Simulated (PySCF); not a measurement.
**From computed data to an observable: oscillator strength and radiative lifetime**

CH5GaO2S, SMILES C[S][Ga]([OH])[OH].

The structure is a stationary point at B3LYP-D3(BJ)/def2-SVP. The structure was generated by enumeration; whether it is a known compound was not checked. The values are those of a single conformer.

TDDFT-PBE0/def2-SVPD run with PySCF puts the first singlet state with f over 0.02 at 6.62 eV (vertical), with the transition dipole (-0.651, -0.877, 0.000) in atomic units.

Task: Find the oscillator strength, the wavelength and the radiative lifetime that this transition would have in vacuum if emission retraced absorption.

Result: 
|μ|² = 1.1929 au, so |μ| = 2.78 D. ΔE = 6.62/27.211 = 0.2433 hartree. f = (2/3) ΔE |μ|² = 0.193 (the program prints 0.194).
λ = 1239.84/6.62 = 187 nm; ν = 53394 cm⁻¹.
Einstein's coefficient A = 0.6670 ν² f s⁻¹ (ν in cm⁻¹) = 3.7e8 s⁻¹, so τ = 1/A = 2.7 ns. This state is S5; the lower singlets have f = 0.010, 0.001, 0.010, 0.000. The figure is the radiative limit of this one transition; relaxation, internal conversion, crossing to triplets and a medium change what is measured.
